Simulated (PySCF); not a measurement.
PySCF input file for SiF₂, SMILES F[Si]F (connectivity only; charge and spin as stated), neutral, multiplicity 1, TPSSh-D3(BJ)/def2-TZVP. 

```python
import numpy as np
from pyscf import gto, scf, dft
from pyscf.geomopt import geometric_solver

mol = gto.M(
    atom='''
    Si   -0.00000000    0.00000000    0.62835027
    F     0.00000000    1.16840991   -0.48871688
    F    -0.00000000   -1.16840991   -0.48871688
    ''',
    basis='def2-TZVP',
    charge=0,
    spin=0,
    max_memory=1600,
    verbose=3,
)
mf = dft.RKS(mol, xc='tpssh').density_fit(auxbasis='def2-universal-jkfit')
mf.disp = 'd3bj'
mf.grids.level = 4
mf.conv_tol = 1e-9
mf.max_cycle = 100
mf.kernel()
grad = mf.nuc_grad_method()
grad.grid_response = mol.nao <= 150
conv, mol_eq = geometric_solver.kernel(grad, convergence_set='GAU_TIGHT', maxsteps=100)
print(mol_eq.tostring(format='xyz'))
mf.reset(mol_eq)
mf.kernel()
```

It prints:

```
converged SCF energy = -489.37379204519
[banner and settings of the optimiser left out]
Geometry optimization cycle 1
Cartesian coordinates (Angstrom)
 Atom        New coordinates             dX        dY        dZ
  Si   0.000000   0.000000   0.628350    0.000000  0.000000  0.000000
   F   0.000000   1.168410  -0.488717    0.000000  0.000000  0.000000
   F   0.000000  -1.168410  -0.488717    0.000000  0.000000  0.000000

WARN: Mole.unit (angstrom) is changed to Bohr

converged SCF energy = -489.373792045245
--------------- DFRKS_Scanner gradients ---------------
         x                y                z
0 Si     0.0000000000     0.0000000000     0.0196077705
1 F    -0.0000000000    -0.0090387799    -0.0098038852
2 F    -0.0000000000     0.0090387799    -0.0098038852
----------------------------------------------
cycle 1: E = -489.373792045  dE = -489.374  norm(grad) = 0.0272047
Step    0 : Gradient = 1.571e-02/1.961e-02 (rms/max) Energy = -489.3737920452
Hessian Eigenvalues: 5.00000e-02 5.00000e-02 5.00000e-02 ... 2.50000e-01 4.81579e-01 4.81579e-01

Geometry optimization cycle 2
Cartesian coordinates (Angstrom)
 Atom        New coordinates             dX        dY        dZ
  Si   0.000000   0.000000   0.562392    0.000000  0.000000 -0.065959
   F   0.000000   1.255219  -0.455738    0.000000  0.086809  0.032979
   F   0.000000  -1.255219  -0.455738    0.000000 -0.086809  0.032979
converged SCF energy = -489.376363219027
--------------- DFRKS_Scanner gradients ---------------
         x                y                z
0 Si     0.0000000000    -0.0000000000     0.0029433259
1 F    -0.0000000000     0.0047993274    -0.0014716630
2 F    -0.0000000000    -0.0047993274    -0.0014716630
----------------------------------------------
cycle 2: E = -489.376363219  dE = -0.00257117  norm(grad) = 0.00768517
Step    1 : Displace = 8.485e-02/9.286e-02 (rms/max) Trust = 1.000e-01 (=) Grad = 4.437e-03/5.020e-03 (rms/max) E (change) = -489.3763632190 (-2.571e-03) Quality = 0.775
Hessian Eigenvalues: 5.00000e-02 5.00000e-02 5.00000e-02 ... 2.77613e-01 4.81579e-01 4.94525e-01

Geometry optimization cycle 3
Cartesian coordinates (Angstrom)
 Atom        New coordinates             dX        dY        dZ
  Si  -0.000000   0.000000   0.568165   -0.000000 -0.000000  0.005773
   F   0.000000   1.242329  -0.458624   -0.000000 -0.012890 -0.002886
   F   0.000000  -1.242329  -0.458624    0.000000  0.012890 -0.002886
converged SCF energy = -489.376480911357
--------------- DFRKS_Scanner gradients ---------------
         x                y                z
0 Si    -0.0000000000    -0.0000000000     0.0015388854
1 F     0.0000000000     0.0015212690    -0.0007694427
2 F     0.0000000000    -0.0015212690    -0.0007694427
----------------------------------------------
cycle 3: E = -489.376480911  dE = -0.000117692  norm(grad) = 0.0028602
Step    2 : Displace = 1.129e-02/1.321e-02 (rms/max) Trust = 1.414e-01 (+) Grad = 1.651e-03/1.705e-03 (rms/max) E (change) = -489.3764809114 (-1.177e-04) Quality = 1.274
Hessian Eigenvalues: 5.00000e-02 5.00000e-02 5.00000e-02 ... 2.59577e-01 3.87737e-01 4.81579e-01

Geometry optimization cycle 4
Cartesian coordinates (Angstrom)
 Atom        New coordinates             dX        dY        dZ
  Si  -0.000000  -0.000000   0.569156   -0.000000 -0.000000  0.000992
   F  -0.000000   1.237997  -0.459120   -0.000000 -0.004332 -0.000496
   F  -0.000000  -1.237997  -0.459120   -0.000000  0.004332 -0.000496
converged SCF energy = -489.37649121519
--------------- DFRKS_Scanner gradients ---------------
         x                y                z
0 Si     0.0000000000     0.0000000000     0.0002392122
1 F     0.0000000000     0.0000397448    -0.0001196061
2 F    -0.0000000000    -0.0000397448    -0.0001196061
----------------------------------------------
cycle 4: E = -489.376491215  dE = -1.03038e-05  norm(grad) = 0.000298317
Step    3 : Displace = 3.606e-03/4.360e-03 (rms/max) Trust = 2.000e-01 (+) Grad = 1.722e-04/2.392e-04 (rms/max) E (change) = -489.3764912152 (-1.030e-05) Quality = 1.002
Hessian Eigenvalues: 5.00000e-02 5.00000e-02 5.00000e-02 ... 2.86593e-01 3.51500e-01 4.81579e-01

Geometry optimization cycle 5
Cartesian coordinates (Angstrom)
 Atom        New coordinates             dX        dY        dZ
  Si  -0.000000  -0.000000   0.568804   -0.000000 -0.000000 -0.000353
   F  -0.000000   1.238234  -0.458943   -0.000000  0.000237  0.000176
   F  -0.000000  -1.238234  -0.458943    0.000000 -0.000237  0.000176
converged SCF energy = -489.376491338781
--------------- DFRKS_Scanner gradients ---------------
         x                y                z
0 Si    -0.0000000000     0.0000000000     0.0000522874
1 F    -0.0000000000     0.0000091137    -0.0000261437
2 F     0.0000000000    -0.0000091137    -0.0000261437
----------------------------------------------
cycle 5: E = -489.376491339  dE = -1.23591e-07  norm(grad) = 6.53229e-05
Step    4 : Displace = 3.156e-04/3.528e-04 (rms/max) Trust = 2.828e-01 (+) Grad = 3.771e-05/5.229e-05 (rms/max) E (change) = -489.3764913388 (-1.236e-07) Quality = 1.214
Hessian Eigenvalues: 5.00000e-02 5.00000e-02 5.00000e-02 ... 2.37191e-01 3.32690e-01 4.81579e-01

Geometry optimization cycle 6
Cartesian coordinates (Angstrom)
 Atom        New coordinates             dX        dY        dZ
  Si  -0.000000  -0.000000   0.568706    0.000000 -0.000000 -0.000097
   F  -0.000000   1.238297  -0.458895    0.000000  0.000064  0.000049
   F  -0.000000  -1.238297  -0.458895   -0.000000 -0.000064  0.000049
converged SCF energy = -489.376491344768
--------------- DFRKS_Scanner gradients ---------------
         x                y                z
0 Si     0.0000000000    -0.0000000000    -0.0000005918
1 F    -0.0000000000    -0.0000001871     0.0000002959
2 F    -0.0000000000     0.0000001871     0.0000002959
----------------------------------------------
cycle 6: E = -489.376491345  dE = -5.9872e-09  norm(grad) = 7.71565e-07
Step    5 : Displace = 8.621e-05/9.724e-05 (rms/max) Trust = 3.000e-01 (+) Grad = 4.455e-07/5.918e-07 (rms/max) E (change) = -489.3764913448 (-5.987e-09) Quality = 0.980
Hessian Eigenvalues: 5.00000e-02 5.00000e-02 5.00000e-02 ... 2.38836e-01 3.33603e-01 4.81579e-01

Geometry optimization cycle 7
Cartesian coordinates (Angstrom)
 Atom        New coordinates             dX        dY        dZ
  Si  -0.000000  -0.000000   0.568707   -0.000000 -0.000000  0.000001
   F  -0.000000   1.238297  -0.458895    0.000000 -0.000000 -0.000000
   F  -0.000000  -1.238297  -0.458895   -0.000000  0.000000 -0.000000
converged SCF energy = -489.37649134467
--------------- DFRKS_Scanner gradients ---------------
         x                y                z
0 Si    -0.0000000000     0.0000000000    -0.0000019173
1 F     0.0000000000    -0.0000006628     0.0000009587
2 F    -0.0000000000     0.0000006628     0.0000009587
----------------------------------------------
cycle 7: E = -489.376491345  dE = 9.86233e-11  norm(grad) = 2.52841e-06
Step    6 : Displace = 6.640e-07/8.630e-07 (rms/max) Trust = 3.000e-01 (=) Grad = 1.460e-06/1.917e-06 (rms/max) E (change) = -489.3764913447 (+9.862e-11) Quality = -161.571
Hessian Eigenvalues: 5.00000e-02 5.00000e-02 5.00000e-02 ... 2.38836e-01 3.33603e-01 4.81579e-01
Converged! =D

3
XYZ from PySCF
Si         -0.00000000       -0.00000000        0.56870712
F          -0.00000000        1.23829695       -0.45889531
F          -0.00000000       -1.23829695       -0.45889531
converged SCF energy = -489.376491344769
```

The run converged.

Cost: roughly 70 core-seconds.
